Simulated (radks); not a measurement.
Fractional charge and spin in the 6s shell of osmium: the spin-up occupation runs from 0 to 1 and the spin-down occupation from 0 to 1; the fullest corner is Os, [Xe] 4f14 5d(up 3, down 3) 6s(up 1, down 1). Calculated with a radial shooting solver on a logarithmic mesh with Libxc functionals: scalar-relativistic Kohn-Sham, PBE, spin-polarised, spherical densities, point nucleus. Energy (eV) minus the two flat planes that join the four corners (they meet along the diagonal where the two added fractions sum to one electron); zero is where a piecewise linear energy would lie.

down \ up,0,0.25,0.5,0.75,1
0,0.000,-0.685,-0.910,-0.679,0.000
0.25,-0.685,-0.854,-0.573,0.154,-0.619
0.5,-0.910,-0.573,0.205,-0.520,-0.819
0.75,-0.679,0.154,-0.520,-0.772,-0.610
1,0.000,-0.619,-0.819,-0.610,0.000

Corners above the fullest one (they belong to Os+ and the next ion): (up 1, down 0) 9.372 eV, (up 0, down 1) 9.372 eV, (up 0, down 0) 26.492 eV. With half an added electron in each spin the energy lies 0.205 eV from the planes, and with half an added electron in spin up alone -0.910 eV. The planes are only a guide here: the flat-plane condition holds for ground states with one frontier orbital, while other shells are open and held unpolarised.
